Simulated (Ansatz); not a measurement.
The same carbene extrusion along the group B, Al, Ga, In.

Program: Ansatz. Geometries: PBE0-D4/def2-TZVP. ΔE: electronic, gas phase. CCSD(T)/CBS adds triple-zeta CCSD(T) − MP2 to the extrapolated MP2 energy (def2 sets, frozen cores). This one scheme is used for every species. Functionals use def2-TZVPP. Triplets are unrestricted, without spin–orbit coupling. Elements past krypton have def2 core potentials. For Ga, In outer-core shells are correlated without core-valence functions, which leaves a few kJ/mol of doubt a bond. Scalar relativity is left out up to krypton.

| reaction | CCSD(T)/CBS(def2) (eV) |
| --- | --- |
| `CB1CS1` → `[CH2]` (triplet) + `B1CS1` | ? |
| `[CH3][Al]1[CH2][S]1` → `[CH2]` (triplet) + `[CH2]1[AlH][S]1` | 5.02 |
| `[CH3][Ga]1[CH2][S]1` → `[CH2]` (triplet) + `[CH2]1[S][GaH]1` | 4.97 |
| `[CH3][In]1[CH2][S]1` → `[CH2]` (triplet) + `[CH2]1[S][InH]1` | 4.84 |

Problem. Fill in the missing values. (Best estimate.)

Solution. Computed: `CB1CS1` → `[CH2]` (triplet) + `B1CS1`: +5.06 eV.

Largest T1 diagnostic: 0.017, for `[CH2]1[S][InH]1`.
